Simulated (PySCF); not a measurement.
CHO₂, SMILES C(=[OH+])=O, charge +1. The structure is a stationary point at PBE0-D3(BJ)/def2-TZVP. The isomer is the one that the SMILES or the coordinates give; other isomers of the formula were not compared.

Method: PySCF with PBE0-D3(BJ)/def2-TZVP.

Harmonic wavenumbers (cm⁻¹): 554, 609, 1015, 1295, 2513, 3553. Rotational constants (GHz): 789.3, 10.88, 10.73; symmetry number 1.

**Question.** Work out the zero-point energy and the ideal-gas rigid-rotor harmonic-oscillator thermochemistry at 298.15 K and 1 atm.

**Answer.** ZPE = ½ Σ hcν = ½ × 9540 cm⁻¹ = 13.64 kcal/mol. H − E(el) = 16.25 kcal/mol. Entropy in cal/(mol K): translation 37.34, rotation 18.80, vibration 1.09, total 57.22. G − E(el) = -0.81 kcal/mol. Cp = 10.60 cal/(mol K).
